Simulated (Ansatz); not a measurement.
`N=[C]1[O][GeH2]1`, relaxed with RKS PBE0-D4/def2-TZVP in Ansatz 0.2.0 from a PBE-D4/def2-SVP geometry. The force threshold is 0.005 eV/Å; the program also tests the step.

Total charge 0; spin multiplicity 1.

Start:

```xyz
7

N    -0.190    1.904   -0.682
C    -0.344    0.759   -0.191
O    -1.253    0.049    0.366
Ge    0.465   -1.063    0.268
H     0.748    2.100   -1.046
H     0.640   -1.428    1.775
H    -0.066   -2.320   -0.490
```

(1) How much energy does the relaxation release, and in how many steps? (An estimate is asked.)

(2) Which bonds change most? (An estimate is asked.)

(3) Give the relaxed structure. (An estimate is asked.)

Answers

(1) Computed: 0.10 eV, in 11 steps.

(2) The calculation gave: O3–Ge4 from 2.049 to 1.917 Å; C2–Ge4 from 2.046 to 1.936 Å; Ge4–H6 from 1.561 to 1.531 Å; Ge4–H7 from 1.560 to 1.531 Å.

(3) Ansatz gave: 
```xyz
7

N    -0.183    1.867   -0.671
C    -0.287    0.723   -0.193
O    -1.260    0.056    0.368
Ge    0.306   -1.049    0.314
H     0.742    2.062   -1.033
H     0.696   -1.382    1.757
H    -0.014   -2.278   -0.542
```
